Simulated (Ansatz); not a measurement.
`C[O][Al]([CH3])[OH]` and `[CH3][Al]([OH])[SiH2]F` differ in one atom or group.

Ansatz, PBE0-D4/def2-TZVP geometries, multiplicity 1. Each molecule was computed in one conformer, which needn't be the lowest.

```tsv
property	`C[O][Al]([CH3])[OH]`
size of the dipole moment (ωB97M-V/def2-TZVPP) / D	1.21
HOMO–LUMO gap (ωB97M-V/def2-TZVPP) / eV	11.81
HOMO energy (B3LYP/def2-TZVPP) / eV	-7.73
HOMO energy (PBE0/def2-TZVPP) / eV	-7.95
HOMO energy (ωB97M-V/def2-TZVPP) / eV	-10.31
ideal-gas entropy at 298 K and 1 bar (rigid rotor, harmonic PBE0-D4/def2-TZVP) / J/(mol·K)	385
```

**Question.** Give the same properties after the change, and the shifts. (Estimate.)

**Answer.** Computed: 
| property | `[CH3][Al]([OH])[SiH2]F` | shift |
| --- | --- | --- |
| size of the dipole moment (ωB97M-V/def2-TZVPP) / D | 1.20 | -0.01 |
| HOMO–LUMO gap (ωB97M-V/def2-TZVPP) / eV | 9.85 | -1.96 |
| HOMO energy (B3LYP/def2-TZVPP) / eV | -7.17 | 0.56 |
| HOMO energy (PBE0/def2-TZVPP) / eV | -7.35 | 0.60 |
| HOMO energy (ωB97M-V/def2-TZVPP) / eV | -9.38 | 0.93 |
| ideal-gas entropy at 298 K and 1 bar (rigid rotor, harmonic PBE0-D4/def2-TZVP) / J/(mol·K) | 397 | 12 |

With PBE0 the HOMO rises by 0.60 eV and the LUMO falls by 1.22 eV, so the gap narrows by about 1.82 eV. PBE moves the HOMO by 0.25 eV and ωB97M-V by 0.93 eV. The zero-point energy changes by -58.2 kJ/mol with -3 modes. Dipoles are sizes alone; their direction can turn. Modes under 60 cm⁻¹, often nearly free rotors, make the harmonic entropy too high.

B3LYP here is the variant with VWN-RPA as its local correlation; programs differ in this.
